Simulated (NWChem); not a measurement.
System: CH$_{4}$OSi, singlet; SMILES [SiH]OC

The following NWChem deck was run.

```
start job
memory heap 200 mb stack 900 mb global 1100 mb
geometry units angstroms noautosym nocenter noautoz
  Si     0.004520     1.237511     0.000000
  H     -1.523319     0.927822     0.000000
  O      0.524170    -0.340099     0.000000
  C     -0.181358    -1.551092     0.000000
  H      0.091597    -2.139776    -0.890777
  H      0.091597    -2.139776     0.890777
  H     -1.274108    -1.385528     0.000000
end
basis spherical
  * library def2-svp
end
dft
  xc xpbe96 cpbe96
  iterations 150
end
cosmo
  do_cosmo_smd true
  solvent toluene
end
task dft energy
```

Parts of the log:

```
             Northwest Computational Chemistry Package (NWChem) 7.3.0
             --------------------------------------------------------

                             Geometry "geometry" -> ""
                             -------------------------

 Output coordinates in angstroms (scale by  1.889725989 to convert to a.u.)

  No.       Tag          Charge          X              Y              Z
 ---- ---------------- ---------- -------------- -------------- --------------
    1 Si                  14.0000     0.00452000     1.23751100     0.00000000
    2 H                    1.0000    -1.52331900     0.92782200     0.00000000
    3 O                    8.0000     0.52417000    -0.34009900     0.00000000
    4 C                    6.0000    -0.18135800    -1.55109200     0.00000000
    5 H                    1.0000     0.09159700    -2.13977600    -0.89077700
    6 H                    1.0000     0.09159700    -2.13977600     0.89077700
    7 H                    1.0000    -1.27410800    -1.38552800     0.00000000

 Effective nuclear repulsion energy (a.u.)     100.3280280475

  pbe96 is a nonlocal functional; adding pw91lda local functional.

                                 NWChem DFT Module
                                 -----------------

 Summary of "ao basis" -> "ao basis" (spherical)
 ------------------------------------------------------------------------------
       Tag                 Description            Shells   Functions and Types
 ---------------- ------------------------------  ------  ---------------------
 Si                         def2-svp                 8       18   4s3p1d
 H                          def2-svp                 3        5   2s1p
 O                          def2-svp                 6       14   3s2p1d
 C                          def2-svp                 6       14   3s2p1d

 in cosmo_initialize ...
 calling solv_data for solv:toluene

 solvent parameters
 solvname_short: toluene
 solvname_long:  toluene
 dielec:        2.3741
 dielecinf:     2.2383
 nonaqueous SMD model solvent descriptors
 dielec:        2.3741
 sola:          0.0000
 solb:          0.1400
 solc:          0.8570
 solg:         40.2000
 solh:          0.0000
 soln:          1.4961

          ---------------
          -cosmo- solvent
          ---------------
 Cosmo: York-Karplus, doi: 10.1021/jp992097l
 dielectric constant -eps-     =   2.37
 screen = (eps-1)/(eps    )    =   0.57879
 surface charge correction     = lagrangian

   van der Waals surface
 --------------------------

 ---------- ATOMIC COORDINATES (A.U.) ------------ VDWR(ANG.) --
     1    0.00854156    2.33855670    0.00000000     2.470
     2   -2.87865550    1.75332935    0.00000000     1.200
     3    0.99053767   -0.64269392    0.00000000     2.294
     4   -0.34271693   -2.93113886    0.00000000     1.850
     5    0.17309323   -4.04359032   -1.68332445     1.200
     6    0.17309323   -4.04359032    1.68332445     1.200
     7   -2.40771500   -2.61826827    0.00000000     1.200
 number of segments per atom =        128
 number of   points per atom =        128
 atom (   nspa,  nppa )
 ----------------------
    1 (     94,     0 )       0
    2 (     38,     0 )       0
    3 (     58,     0 )       0
    4 (     38,     0 )       0
    5 (     51,     0 )       0
    6 (     51,     0 )       0
    7 (     48,     0 )       0
 number of -cosmo- surface points =      378
 molecular surface =    109.574 angstrom**2
 molecular volume  =     97.612 angstrom**3
 -lineq- algorithm             =   0
 -bem- low  level              =   3
 -bem- from -octahedral-
 gaussian surface charge width =   4.50000
 degree of switching           =   1.00000
 switching function tolerance  =   0.00010
 atomic radii =
 --------------
    1 14.000  2.470
    2  1.000  1.200
    3  8.000  2.294
    4  6.000  1.850
    5  1.000  1.200
    6  1.000  1.200
    7  1.000  1.200
 ...... end of -cosmo- initialization ......

 nat:                     7
 ixmem:                  2814
 calling mnsol_interface()
 G(SMD-CDS) energy (kcal/mol)  =    -0.772
 SMD-CDS SASA (angstrom**2)    =   121.830

[...]

                                COSMO-SMD solvation results
                                ---------------------------

             internal energy in gas <Psi(g)|H|Psi(g)> =      -404.730302905743
         internal energy in solvent <Psi(s)|H|Psi(s)> =      -404.730156110144
                               delta internal energy  =         0.000146795599 (    0.09 kcal/mol)
   total free energy in solvent <Psi(s)|H+V/2|Psi(s)> =      -404.732383511085
 polarization energy contribution <Psi(s)|V/2|Psi(s)> =        -0.002227400941 (   -1.40 kcal/mol)
    total free energy in solvent including G(SMD-CDS) =      -404.733613364055
                       G(SMD-CDS) energy contribution =        -0.001229852971 (   -0.77 kcal/mol)
     1 M fixed-concentration free energy of solvation =        -0.003310458313 (   -2.08 kcal/mol)

                       DFT Final Molecular Orbital Analysis
                       ------------------------------------

 Vector   14  Occ=2.000000D+00  E=-2.734031D-01
              MO Center=  2.8D-01, -7.1D-01,  3.3D-08, r^2= 2.0D+00
   Bfn.  Coefficient  Atom+Function         Bfn.  Coefficient  Atom+Function
  ----- ------------  ---------------      ----- ------------  ---------------
    29      0.489733  3 O  pz                32      0.362162  3 O  pz
    43     -0.247074  4 C  pz                52      0.227596  5 H  s
    57     -0.227596  6 H  s                 13      0.171309  1 Si pz
    10      0.153653  1 Si pz                53      0.127990  5 H  s
    58     -0.127990  6 H  s                  7     -0.084841  1 Si pz

 Vector   15  Occ=2.000000D+00  E=-2.670675D-01
              MO Center=  1.3D-01, -4.6D-01, -3.1D-08, r^2= 2.2D+00
   Bfn.  Coefficient  Atom+Function         Bfn.  Coefficient  Atom+Function
  ----- ------------  ---------------      ----- ------------  ---------------
    27      0.482423  3 O  px                30      0.354237  3 O  px
    62      0.244960  7 H  s                 41     -0.199845  4 C  px
    28     -0.185778  3 O  py                63      0.163057  7 H  s
     9      0.158142  1 Si py                 4      0.129712  1 Si s
    52     -0.118309  5 H  s                 57     -0.118309  6 H  s

 Vector   16  Occ=2.000000D+00  E=-2.016921D-01
              MO Center= -8.8D-02,  1.3D+00, -3.1D-09, r^2= 2.6D+00
   Bfn.  Coefficient  Atom+Function         Bfn.  Coefficient  Atom+Function
  ----- ------------  ---------------      ----- ------------  ---------------
     3      0.395640  1 Si s                  4      0.372627  1 Si s
    19     -0.296371  2 H  s                 20     -0.290225  2 H  s
    12      0.237441  1 Si py                 2      0.234778  1 Si s
     8      0.233530  1 Si px                11      0.209457  1 Si px
     9      0.192478  1 Si py                26     -0.132891  3 O  s

 Vector   17  Occ=0.000000D+00  E=-1.005105D-01
              MO Center=  9.4D-03,  1.1D+00,  2.9D-10, r^2= 2.7D+00
   Bfn.  Coefficient  Atom+Function         Bfn.  Coefficient  Atom+Function
  ----- ------------  ---------------      ----- ------------  ---------------
    13      0.690742  1 Si pz                10      0.410758  1 Si pz
    29     -0.274168  3 O  pz                32     -0.255344  3 O  pz
     7     -0.212997  1 Si pz                53     -0.082065  5 H  s
    58      0.082065  6 H  s                 52     -0.054126  5 H  s
    57      0.054126  6 H  s                 46     -0.040314  4 C  pz

 Vector   18  Occ=0.000000D+00  E=-1.799194D-03
              MO Center=  3.3D-02,  9.9D-01,  4.1D-10, r^2= 3.9D+00
   Bfn.  Coefficient  Atom+Function         Bfn.  Coefficient  Atom+Function
  ----- ------------  ---------------      ----- ------------  ---------------
    11      0.754917  1 Si px                26     -0.673447  3 O  s
    12     -0.634810  1 Si py                20      0.486650  2 H  s
    40     -0.317004  4 C  s                 63      0.280633  7 H  s
    44      0.231743  4 C  px                45      0.223698  4 C  py
     8      0.216105  1 Si px                 9     -0.191266  1 Si py

 Vector   19  Occ=0.000000D+00  E= 6.096524D-02
              MO Center= -1.7D-01, -1.7D+00, -2.6D-08, r^2= 5.4D+00
   Bfn.  Coefficient  Atom+Function         Bfn.  Coefficient  Atom+Function
  ----- ------------  ---------------      ----- ------------  ---------------
    40      2.301369  4 C  s                 53     -1.230512  5 H  s
    58     -1.230512  6 H  s                 63     -0.775131  7 H  s
     4     -0.757983  1 Si s                 20      0.688236  2 H  s
    11      0.470997  1 Si px                45     -0.369946  4 C  py
    39      0.295155  4 C  s                  3      0.209525  1 Si s

     Multipole analysis of the density
     ---------------------------------

     L   x y z        total         alpha         beta         nuclear
     -   - - -        -----         -----         ----         -------
     0   0 0 0     -0.000000    -16.000000    -16.000000     32.000000

     1   1 0 0     -0.350577     -0.698987     -0.698987      1.047398
     1   0 1 0     -0.709435     -0.884362     -0.884362      1.059290
     1   0 0 1      0.000000      0.000000      0.000000      0.000000

     2   2 0 0    -21.666992    -22.182867    -22.182867     22.698741
     2   1 1 0     -0.461611     -0.766321     -0.766321      1.071030
     2   1 0 1      0.000000      0.000000      0.000000      0.000000
     2   0 2 0    -19.163616    -96.606056    -96.606056    174.048496
     2   0 1 1      0.000000      0.000000      0.000000      0.000000
     2   0 0 2    -17.998663    -11.832913    -11.832913      5.667162
```

Level: PBE/def2-SVP, SMD on the gas-phase geometry. Low-valent species are run as closed-shell singlets; no triplet was tried in these runs. All runs use the structure optimised with PBE0/def2-SVP. Solvent: toluene.
